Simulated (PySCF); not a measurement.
Stretching BrCl

Set-up: Br cc-pVTZ-PP with ECP10, Cl cc-pV(T+d)Z; scalar-relativistic core potentials (PySCF 2.14). Energies in eV from Br + Cl in their ground configurations at the same level. State: ¹Σ⁺ (singlet), closed shell.

All columns are PBE0. A positive dipole means Br(−)Cl(+).

| R (Å) | E (eV) | μ (D) | Mulliken charge on Br (basis-dependent) | HOMO (eV) | LUMO (eV) | Mayer bond order | ⟨S²⟩ |
| --- | --- | --- | --- | --- | --- | --- | --- |
| 1.838 | -1.097 | -0.22 | 0.10 | -7.59 | -0.79 | 1.19 | 0.00 |
| 1.923 | -1.842 | -0.33 | 0.11 | -7.83 | -1.59 | 1.15 | 0.00 |
| 2.009 | -2.242 | -0.43 | 0.11 | -8.05 | -2.34 | 1.11 | 0.00 |
| 2.073 | -2.380 | -0.50 | 0.11 | -8.19 | -2.87 | 1.09 | 0.00 |
| 2.137 | -2.416 | -0.56 | 0.11 | -8.33 | -3.36 | 1.08 | 0.00 |
| 2.201 | -2.375 | -0.62 | 0.10 | -8.45 | -3.82 | 1.06 | 0.00 |
| 2.287 | -2.236 | -0.70 | 0.10 | -8.60 | -4.37 | 1.05 | 0.00 |
| 2.393 | -1.973 | -0.78 | 0.10 | -8.76 | -4.97 | 1.04 | 0.00 |
| 2.522 | -1.587 | -0.86 | 0.09 | -8.92 | -5.59 | 1.03 | 0.00 |
| 2.693 | -1.040 | -0.96 | 0.08 | -9.09 | -6.24 | 1.02 | 0.00 |

A fit through these points gives, at Re = 2.132 Å, μ = -0.56 D and dμ/dR = -0.984 D/Å; the reduced mass is 24.23 u.

Question: How strong is the fundamental in the double-harmonic approximation, I = 42.26·(dμ/dR)²/μred km/mol?

Answer: I = 42.26·(-0.984)²/24.23 = 1.69 km/mol at PBE0.
